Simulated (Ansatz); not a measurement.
Two structures of SiN₂H₅SF, singlet, reached by relaxing down either side of one saddle point (PBE0-D4/def2-TZVP). Energies are electronic, without zero-point energy. Ansatz 0.2.0; basis: def2-TZVPP and def2-QZVPP; cores frozen in the correlated methods. Extrapolation: Hartree–Fock as exp(−7.88 √X), correlation as X^−2.97. First:

Si1  (0.263, -0.045, -0.016)
F2  (1.592, -0.612, -0.706)
S3  (0.619, -0.175, 2.084)
H4  (1.461, -1.216, 1.970)
N5  (-0.107, 1.583, -0.259)
N6  (-0.967, -0.967, -0.738)
H7  (-0.537, 1.898, -1.113)
H8  (0.356, 2.319, 0.246)
H9  (-1.917, -0.884, -0.414)
H10  (-0.764, -1.902, -1.052)
(Å)

Second:

Si1  (-0.333, 0.049, 0.455)
F2  (2.563, -0.927, -0.050)
S3  (0.443, -0.506, 2.166)
H4  (2.083, -0.882, 0.761)
N5  (-0.286, 1.603, -0.164)
N6  (-1.205, -0.942, -0.573)
H7  (-0.632, 1.886, -1.064)
H8  (0.228, 2.323, 0.316)
H9  (-1.558, -0.683, -1.478)
H10  (-1.304, -1.922, -0.367)
(Å)

Problem. Which bonds change from the first to the second?

Solution. SiN₂H₅SF ([NH2][Si]([NH2])([F])[SH]) → SiN₂H₄S ([NH2][Si]([NH2])[S]) + HF; bonds formed: F2–H4; bonds broken: Si1–F2, S3–H4.

Problem. Give the saddle point's structure and its height above each. (An estimate is asked for; the value comes from the calculation.)

Solution. By the calculation: 201.9 kJ/mol above the first and 16.8 kJ/mol above the second (CCSD(T) at an estimated basis limit (MP2 extrapolated from triple and quadruple zeta, plus CCSD(T) − MP2 in triple zeta)).
```
10
angstrom
Si -0.0658 -0.0359 0.3721
F 1.7960 -0.6198 -0.1875
S 0.5371 -0.5511 2.2135
H 1.7673 -0.7768 0.8496
N -0.1506 1.5548 -0.1561
N -1.0748 -0.9945 -0.5658
H -0.5069 1.8468 -1.0494
H 0.3380 2.2825 0.3365
H -1.4358 -0.7394 -1.4686
H -1.2043 -1.9666 -0.3441
```

T1 diagnostic: at most 0.012.

Labels in which every atom is bracketed show which atoms are joined, not bond orders.

For scale, one of the runs: CCSD(T)/def2-TZVPP, 247 basis functions, launched by `ansatz run in.yaml --threads 4 --pin off --events-out ev --progress --plain --max-ram 9574MiB`. Hardware: 4 CPU threads of an Arm Neoverse V1, shared host. Wall time 2.6 min; peak host memory 5 GiB.
